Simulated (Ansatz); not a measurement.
Job for Ansatz (a program for electronic structure): R-B3LYP/def2-TZVPP on H2OSTe (SMILES O[Te]S), a point of a torsion scan. Elements past Kr take the def2 small-core potentials; no spin–orbit coupling.

Ansatz 0.2 input:
```yaml
crystal:
  periodic: [false, false, false]
  atoms:
    - {symbol: O, position_ang: [-1.55534285, 0.42067858, -0.34001406]}
    - {symbol: Te, position_ang: [0.15667143, -0.57890086, -0.51099804]}
    - {symbol: S, position_ang: [-0.20727418, -2.06681581, 1.30051758]}
    - {symbol: H, position_ang: [-2.31179324, -0.15916968, -0.44503728]}
    - {symbol: H, position_ang: [0.20468114, -1.29267462, 2.29905056]}
basis:
  gaussian:
    orbitals: def2-TZVPP
hamiltonian:
  xc: {name: B3LYP}
scf: {lower_state_search: off}
```

Task: Give the final energy of this run.

Result: -742.8114 hartree.
